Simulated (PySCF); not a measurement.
## How methods differ on the excitation energy of P²⁺

P²⁺ [Ne] 3s2 3p1 (2P) → P²⁺ [Ne] 3s1 3p2 (4P), as a difference of total energies. Calculation: PySCF 2.14, in x2c-TZVPPall (5s5p3d1f, 42 functions); scalar relativity by spin-free X2C-1e. Correlated levels: valence: [Ne] frozen. The calculations carry no spin-orbit coupling.

```csv
method,excitation energy (cm⁻¹)
UHF,44509
MP2 (valence),52193
SCS-MP2 (valence),55204
CCSD (valence),55159
CCSD(T) (valence),55367
CCSDT (valence),55445
```

A first-order spin-orbit estimate (lowest level to lowest level, LS coupling) adds 0.005 eV.
